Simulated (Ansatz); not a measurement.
```yaml
crystal:
  periodic: [false, false, false]
  atoms:
    - {symbol: O, position_ang: [-1.547111, 0.138104, -0.385123]}
    - {symbol: Sn, position_ang: [-1.161109, 0.947362, 1.134141]}
    - {symbol: C, position_ang: [0.769356, -0.949931, -0.149821]}
    - {symbol: O, position_ang: [1.084143, -0.206167, 0.965407]}
    - {symbol: H, position_ang: [-1.561662, 0.801584, -1.377073]}
    - {symbol: H, position_ang: [0.065437, 2.499332, -0.151476]}
    - {symbol: H, position_ang: [0.113635, -1.211392, -0.614814]}
    - {symbol: H, position_ang: [1.966567, -1.784039, -0.171609]}
basis:
  gaussian: {orbitals: STO-3G}
hamiltonian: {xc: {name: SPW92}, pseudopotentials: {relativity: none}}
accuracy: high
kpoints: {mp_grid: {grid: [2, 2, 2]}}
```

```sh
$ ansatz run in.yaml --threads 2 --pin off --events-out ev --progress --plain --max-ram 4352MiB
```

Shortened log:

```
Error: invalid value for `basis.gaussian`: such a run doesn't read kpoints; remove what it names
```

Problem. Something in this input is off. What?

Solution. The input holds a key that doesn't belong there. The program refused the input.
